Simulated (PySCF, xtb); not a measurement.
Si(Me)3(NMe2) (C₅H₁₅NSi), SMILES CN([Si](C)(C)C)C.

Geometry: PBE0-D3(BJ)/def2-SVP. The isomer is the one that the SMILES or the coordinates give; other isomers of the formula were not compared. One conformer was computed; it need not be the lowest.

Level of theory: PySCF with IEF-PCM-M06-2X/def2-SVP.

The values are the electrostatic part of the solvation free energy, E(continuum) − E(gas) at the gas-phase geometry, in a cavity of scaled van der Waals radii (PySCF's table); cavitation and dispersion terms are not included. In vacuum the orbital gap is 9.26 eV. The dipole moment in vacuum is 0.17 D.

Computed values in water (ε = 78.36), 1-octanol (ε = 9.86), diethylether (ε = 4.24):
```tsv
solvent	ε	ΔG(elec) (kcal/mol)	dipole (D)	gap (eV)
water	78.36	-1.5	0.30	9.36
1-octanol	9.86	-1.3	0.27	9.34
diethylether	4.24	-1.0	0.23	9.32
```

For comparison, GFN2-xTB/ALPB(water) (xtb, at the GFN2-xTB geometry, all terms of that model) gives -0.7 kcal/mol.
